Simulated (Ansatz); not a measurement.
Mulliken charges of `C=[C](O)[Al]([F])[F]` from ωB97M-V/def2-TZVPP in Ansatz (PBE0-D4/def2-TZVP geometry).

| atom | x (Å) | y (Å) | z (Å) | charge (e) |
| --- | --- | --- | --- | --- |
| C1 | -0.047 | -1.447 | 0.371 | -0.239 |
| C2 | 0.393 | -0.283 | -0.115 | -0.001 |
| O3 | 1.624 | -0.231 | -0.706 | -0.269 |
| Al4 | -0.761 | 1.254 | 0.057 | 0.779 |
| F5 | -0.223 | 2.688 | -0.540 | -0.342 |
| F6 | -2.234 | 1.173 | 0.769 | -0.335 |
| H7 | 0.546 | -2.355 | 0.311 | 0.102 |
| H8 | -1.020 | -1.506 | 0.843 | 0.111 |
| H9 | 1.810 | 0.661 | -1.007 | 0.195 |

Problem. By hand: the dipole of these point charges (1 e Å = 4.8032 D).

Solution. Σ q r = (0.101, -0.206, 0.002) e Å, of length 0.229 e Å = 1.10 D.

Problem. How does the dipole of the full density compare? (Best estimate.)

Solution. Ansatz gave: (0.111, -0.028, -0.045) e Å, 0.59 D; the point charges give 1.86 times that, at 53° from its direction.

Point charges leave out the atoms' own dipoles, such as those of lone pairs, and Mulliken's split depends on the basis, so the two needn't agree.
